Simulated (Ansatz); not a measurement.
Reactions of C2H8SSi2 (`SC1[SiH2]C[SiH2]1`).

Gas-phase electronic energies from Ansatz, PBE0-D4/def2-TZVP geometries. CBS: MP2 limit from def2 TZ/QZ plus the TZ coupled-cluster correction, frozen cores. This one scheme is used for every species, atoms too. No spin–orbit coupling; open shells (•) take unrestricted orbitals. Spin–orbit coupling would lower the free atoms: a little for C, S, Si. Each species was taken in one conformer, which may not be the lowest.

(1) Order these by ΔE at CCSD(T)/CBS, lowest first. (Best estimate.)
A. `SC1[SiH2]C[SiH2]1` + H₂ → `C1[SiH2]C[SiH2]1` + H₂S
B. `SC1[SiH2]C[SiH2]1` → `[SiH3][SiH2]CC=S`
C. `SC1[SiH2]C[SiH2]1` → 2 C• + 8 H• + S• + 2 Si•

Largest T1 diagnostic: 0.016, for `[SiH3][SiH2]CC=S`.

## Answers

(1) A (-76.1 kJ/mol), B (+72.3 kJ/mol), C (+4458.3 kJ/mol).
